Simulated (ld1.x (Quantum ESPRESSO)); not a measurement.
**Re (Z = 75): PAW pseudisation with PBE, scalar-relativistic reference atom.**

ld1.x (Quantum ESPRESSO) 7.5 input, shortened:

```
&input
   title='Re', zed=75., rel=1, dft='PBE', iswitch=3,
   config='[Xe] 4f14 5d5 6s2 6p0'
 /
 &inputp
   pseudotype=3, lpaw=.true., tm=.true., lloc=-2, rcloc=2.25,
   nlcc=.true., new_core_ps=.true., rcore=1.80,
   which_augfun='PSQ', rmatch_augfun_nc=.true.
 /
6
5S  1  0   2.00   0.00  1.60  1.70  0.0
6S  2  0   2.00   0.00  1.60  1.70  0.0
5P  2  1   6.00   0.00  1.90  2.40  0.0
6P  3  1   0.00   0.00  1.90  2.40  0.0
5D  3  2   5.00   0.00  2.10  2.45  0.0
5D  3  2   0.00  -0.05  2.10  2.45  0.0
 &test
   configts(1)='5s2 5p6 5d5 6s2 6p0'
 /
```

All-electron outer shells of the reference configuration (PBE, scalar-relativistic, ld1.x):

```tsv
shell	level (eV)	outermost node (bohr)	outermost maximum (bohr)
4d	-255.33	0.21	0.44
5s	-85.25	0.52	0.93
5p	-47.01	0.56	1.06
4f	-42.31	–	0.41
6s	-5.94	1.24	2.57
5d	-5.37	0.62	1.41
6p	-1.32	1.48	3.65
```

Question: Does the generator finish with these settings?

Answer: Yes, a potential is produced and its reference levels are reproduced.

Question: Estimate the cutoffs (Ry, on a coarse ladder) from which the occupation-weighted sum of valence levels, in a spherical-Bessel basis at the reference potential, stays within 10 and 1 mRy of its value at 400 Ry.

Answer: 30 Ry and 40 Ry.

Question: What does a ghost test show?

Answer: No extra level below or beside the all-electron valence levels (s, p, d, f tested).

Question: Is the overlap operator S = 1 + Σ q|β⟩⟨β| positive definite (Bessel basis up to 400 Ry)?

Answer: Yes: its lowest eigenvalue is 0.12 (s channel).

Question: Which valence shell sets the plane-wave cutoff?

Answer: 6s: its level needs 35 Ry to come within 1 mRy, against 21 Ry for 5s.

Question: Tests: 5s2 5p6 5d5 6s1 6p0; 5s2 5p6 5d5 6s0 6p0; 5s2 5p6 5d4 6s0 6p0; 5s2 5p6 5d6 6s1 6p0; 5s2 5p5 5d5 6s2 6p0; 5s2 5p6 5d5.5 6s1.5 6p0; 5s2 5p6 5d5 6s1 6p1. Which has the largest error in its energy relative to the reference configuration, and how large is it?

Answer: 5s2 5p5 5d5 6s2 6p0, with -126 meV (all-electron minus pseudo) on +52.92 eV.
